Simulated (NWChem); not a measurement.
Program: NWChem. System: ClFSn, charge 0, spin multiplicity 1, at a geometry optimised with B3LYP/def2-SVP with def2 effective core potentials on Sn. The structure started from a generated list of species. Level: EOM-CCSD/def2-SVPD with def2 effective core potentials on Sn, 10 core orbitals frozen.

The NWChem input:

```
start mol
memory heap 100 mb stack 700 mb global 1900 mb
geometry units angstroms nocenter noautoz
  Sn    -0.502548     0.235709     0.000000
  F      0.796939     1.707058     0.000000
  Cl     1.056175    -1.597000     0.000000
  symmetry group Cs
end
basis spherical
  * library def2-svpd
end
ecp
  Sn library def2-ecp
end
scf
  rhf
  nopen 0
  maxiter 100
  thresh 1e-7
  semidirect memsize 60000000 filesize 0
end
tce
  freeze core 10
  ccsd
  nroots 2
  2eorb
  2emet 13
  thresh 1e-5
  maxiter 200
  tilesize 24
end
task tce energy
```

Part of the output:

```
             Northwest Computational Chemistry Package (NWChem) 7.3.0
             --------------------------------------------------------

                                NWChem Input Module
                                -------------------

 Scaling coordinates for geometry "geometry" by  1.889725989
 (inverse scale =  0.529177249)

 Turning off AUTOSYM since
 SYMMETRY directive was detected!

                             Geometry "geometry" -> ""
                             -------------------------

 Output coordinates in angstroms (scale by  1.889725989 to convert to a.u.)

  No.       Tag          Charge          X              Y              Z
 ---- ---------------- ---------- -------------- -------------- --------------
    1 Sn                  50.0000    -0.50254800     0.23570900     0.00000000
    2 F                    9.0000     0.79693900     1.70705800     0.00000000
    3 Cl                  17.0000     1.05617500    -1.59700000     0.00000000

 Effective nuclear repulsion energy (a.u.)     332.6918361546

            Nuclear Dipole moment (a.u.)
            ----------------------------
        X                 Y               Z
 ---------------- ---------------- ----------------
     0.0000491329    -0.0000529123     0.0000000000

      Symmetry information
      --------------------

 Group name             Cs
 Group number              2
 Group order               2
 No. of unique centers     3

      Symmetry unique atoms

     1    2    3


 Summary of "ao basis" -> "" (spherical)
 ------------------------------------------------------------------------------
       Tag                 Description            Shells   Functions and Types
 ---------------- ------------------------------  ------  ---------------------
 *                         def2-svpd                  on all atoms

 Summary of "ao basis" -> "ao basis" (spherical)
 ------------------------------------------------------------------------------
       Tag                 Description            Shells   Functions and Types
 ---------------- ------------------------------  ------  ---------------------
 Sn                        def2-svpd                12       32   5s4p3d
 F                         def2-svpd                 9       23   4s3p2d
 Cl                        def2-svpd                11       27   5s4p2d

                                 NWChem SCF Module
                                 -----------------

  ao basis        = "ao basis"
  functions       =    82
  atoms           =     3
  closed shells   =    24
  open shells     =     0
  charge          =   0.00
  wavefunction    = RHF
  use symmetry    = T
  symmetry adapt  = T

 Summary of "ao basis" -> "ao basis" (spherical)
 ------------------------------------------------------------------------------
       Tag                 Description            Shells   Functions and Types
 ---------------- ------------------------------  ------  ---------------------
 Sn                        def2-svpd                12       32   5s4p3d
 F                         def2-svpd                 9       23   4s3p2d
 Cl                        def2-svpd                11       27   5s4p2d

      Symmetry analysis of basis
      --------------------------

        a'         57
        a"         25

 Forming initial guess at       0.1s

      Superposition of Atomic Density Guess
      -------------------------------------

 Sum of atomic energies:        -807.71953783

      Non-variational initial energy
[...]
   0.0006068425298   0.2495706709755    6.79117     1.3     1.3

 Iteration  26 using   46 trial vectors
   0.0000037704473   0.2062708105810    5.61292
   0.0003448148747   0.2495715286084    6.79119     1.3     1.3

 Iteration  27 using   47 trial vectors
   0.0000037715895   0.2062708099054    5.61292
   0.0002027571709   0.2495710739144    6.79118     1.3     1.3

 Iteration  28 using   48 trial vectors
   0.0000037740846   0.2062708095610    5.61292
   0.0001171819816   0.2495691468239    6.79112     1.3     1.3

 Iteration  29 using   49 trial vectors
   0.0000037548968   0.2062708092570    5.61292
   0.0000640390387   0.2495696845442    6.79114     1.3     1.3

 Iteration  30 using   50 trial vectors
   0.0000037566948   0.2062708088622    5.61292
   0.0000321530310   0.2495696153438    6.79114     1.3     1.3

 Iteration  31 using   51 trial vectors
   0.0000037469117   0.2062708091270    5.61292
   0.0000159209966   0.2495695416891    6.79114     1.3     1.3

 Iteration  32 using   52 trial vectors
   0.0000037416083   0.2062708096025    5.61292
   0.0000083879987   0.2495695446054    6.79114     1.3     1.3
 --------------------------------------------------------------
 Iterations converged
 ------------------

 Excited state root  1
 Excitation energy / hartree =        0.206270809602511
                   / eV      =        5.612916703961621
 largest EOMCCSD amplitudes: R1 and R2

 Singles contributions
    26a'  (alpha) ---    24a'  (alpha)        0.1534608617
    25a"  (alpha) ---    22a"  (alpha)       -0.8739741029

 Doubles contributions
    25a"  (alpha)    25a"  (beta ) ---    22a"  (alpha)    22a"  (beta )        0.1513022402
 ------------------

 Excited state root  2
 Excitation energy / hartree =        0.249569544605368
                   / eV      =        6.791135732753287
 largest EOMCCSD amplitudes: R1 and R2

 Singles contributions
    26a'  (alpha) ---    23a'  (alpha)       -0.1944304218
    26a'  (alpha) ---    24a'  (alpha)       -0.4675509738
    27a'  (alpha) ---    24a'  (alpha)        0.6118675417
    28a'  (alpha) ---    23a'  (alpha)        0.1930188489
    28a'  (alpha) ---    24a'  (alpha)       -0.2820558347
    34a'  (alpha) ---    24a'  (alpha)        0.1061120402
    35a'  (alpha) ---    24a'  (alpha)       -0.1008015193
    25a"  (alpha) ---    20a"  (alpha)        0.1681182608
    25a"  (alpha) ---    22a"  (alpha)       -0.1073986310

 Doubles contributions

 =========================================
 Excited-state calculation ( a"  symmetry)
 =========================================
 Dim. of EOMCC iter. space      500

 EOMCCSD SOLVER TYPE  1
  maxdiff =   0.44044923430360250

 No. of initial right vectors    2

 EOM-CCSD right-hand side iterations
 --------------------------------------------------------------
      Residuum       Omega / hartree  Omega / eV    Cpu    Wall
 --------------------------------------------------------------

 Iteration   1 using    2 trial vectors
   0.4742135180446   0.2553524148288    6.94850
   0.5470175630215   0.3234801416684    8.80235     2.1     2.1

 Iteration   2 using    4 trial vectors
   0.1225095160843   0.1756721294441    4.78028
   0.1103905981668   0.2043231136147    5.55992     1.6     1.6

 Iteration   3 using    6 trial vectors
   0.0625776054193   0.1679696575079    4.57069
   0.0509697273472   0.1983381941506    5.39706     1.7     1.7

 Iteration   4 using    8 trial vectors
   0.0314679146522   0.1653410452786    4.49916
   0.0215316982349   0.1967375213226    5.35350     1.7     1.7

 Iteration   5 using   10 trial vectors
   0.0150404263521   0.1643949563513    4.47342
   0.0135638059689   0.1960643067497    5.33518     1.7     1.7

 Iteration   6 using   12 trial vectors
   0.0077595666924   0.1641484294734    4.46671
   0.0092846239842   0.1957709221965    5.32720     1.8     1.8

 Iteration   7 using   14 trial vectors
   0.0043702653171   0.1641077468727    4.46560
   0.0073655132257   0.1956850320572    5.32486     1.8     1.8

 Iteration   8 using   16 trial vectors
   0.0024106393936   0.1640911594994    4.46515
   0.0044584096145   0.1956219613530    5.32315     1.8     1.8

 Iteration   9 using   18 trial vectors
   0.0012705714502   0.1640912834325    4.46515
   0.0020757083367   0.1956316944822    5.32341     1.8     1.8

 Iteration  10 using   20 trial vectors
   0.0005843936382   0.1640914671326    4.46516
   0.0010919747663   0.1956302652031    5.32337     1.8     1.8

 Iteration  11 using   22 trial vectors
   0.0002564346221   0.1640908391285    4.46514
   0.0005158743241   0.1956307956573    5.32339     1.8     1.8

 Iteration  12 using   24 trial vectors
   0.0001121354020   0.1640907602325    4.46514
   0.0002412866578   0.1956333462696    5.32346     1.8     1.8

 Iteration  13 using   26 trial vectors
   0.0000542428483   0.1640905927405    4.46513
   0.0001398090982   0.1956337038552    5.32347     1.7     1.7

 Iteration  14 using   28 trial vectors
   0.0000294070178   0.1640904664188    4.46513
   0.0000938560293   0.1956332965513    5.32346     1.8     1.8

 Iteration  15 using   30 trial vectors
   0.0000160138849   0.1640904038014    4.46513
   0.0000552042848   0.1956329929839    5.32345     1.8     1.8

 Iteration  16 using   32 trial vectors
   0.0000090902085   0.1640903964373    4.46513
   0.0000254085572   0.1956330501752    5.32345     1.8     1.8

 Iteration  17 using   33 trial vectors
   0.0000089174067   0.1640903985512    4.46513
   0.0000109638449   0.1956330299020    5.32345     1.0     1.0

 Iteration  18 using   34 trial vectors
   0.0000089195399   0.1640903986971    4.46513
   0.0000058920172   0.1956330168056    5.32345     1.0     1.0
 --------------------------------------------------------------
 Iterations converged
 ------------------

 Excited state root  1
 Excitation energy / hartree =        0.164090398697066
                   / eV      =        4.465128835152774
 largest EOMCCSD amplitudes: R1 and R2

 Singles contributions
    25a"  (alpha) ---    18a'  (alpha)       -0.1068872862
    25a"  (alpha) ---    24a'  (alpha)        0.9037829012

 Doubles contributions
 ------------------

 Excited state root  2
 Excitation energy / hartree =        0.195633016805610
                   / eV      =        5.323447510535414
 largest EOMCCSD amplitudes: R1 and R2

 Singles contributions
    25a"  (alpha) ---    23a'  (alpha)       -0.8889944138

 Doubles contributions

 Task  times  cpu:      108.3s     wall:      108.3s

 Total times  cpu:      108.3s     wall:      108.3s
```
